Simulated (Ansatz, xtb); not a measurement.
## A geometry optimisation of BClHOTe− with r2SCAN-D4/def2-SVPD

The starting geometry of this gas-phase singlet was built from a drawn formula by distance geometry and a force field; its bonds are those of `OB(Cl)[Te-]`.

```json
{"atom": "B", "x (Å)": "-1.3511", "y (Å)": "1.1971", "z (Å)": "-0.6052"}
{"atom": "Cl", "x (Å)": "-1.7662", "y (Å)": "2.4166", "z (Å)": "-1.8818"}
{"atom": "O", "x (Å)": "-2.1346", "y (Å)": "1.0807", "z (Å)": "0.6106"}
{"atom": "Te", "x (Å)": "0.4054", "y (Å)": "-0.1113", "z (Å)": "-0.9382"}
{"atom": "H", "x (Å)": "-1.7426", "y (Å)": "1.6991", "z (Å)": "1.2458"}
```

**Question.** Where would you expect an optimisation with r2SCAN-D4/def2-SVPD to take it?

**Answer.** It keeps its bonds, and is `OB(Cl)[Te-]`.

The energy falls by 0.74 eV over 10 steps:

```json
{"step": "1", "E − E(last) (eV)": "0.735"}
{"step": "2", "E − E(last) (eV)": "0.548"}
{"step": "3", "E − E(last) (eV)": "0.475"}
{"step": "4", "E − E(last) (eV)": "0.461"}
{"step": "5", "E − E(last) (eV)": "0.269"}
{"step": "6", "E − E(last) (eV)": "0.070"}
{"step": "7", "E − E(last) (eV)": "0.016"}
{"step": "8", "E − E(last) (eV)": "0.001"}
{"step": "9", "E − E(last) (eV)": "0.000"}
{"step": "10", "E − E(last) (eV)": "0.000"}
```

Final geometry (Å):

```xyz
5

B    -1.3068    1.3353   -0.6110
Cl   -1.9533    2.3023   -2.0355
O    -2.0270    1.6032    0.5323
Te    0.3316   -0.0222   -0.6876
H    -1.6334    1.0637    1.2329
```

From the same start GFN2-xTB ends elsewhere, in pieces: BHOTe + Cl.

The end wasn't checked by frequencies. Atoms past krypton carry core potentials, without spin–orbit terms. Run with Ansatz 0.2.0, 46 s on 2 threads of Arm Neoverse N1, on a shared host.
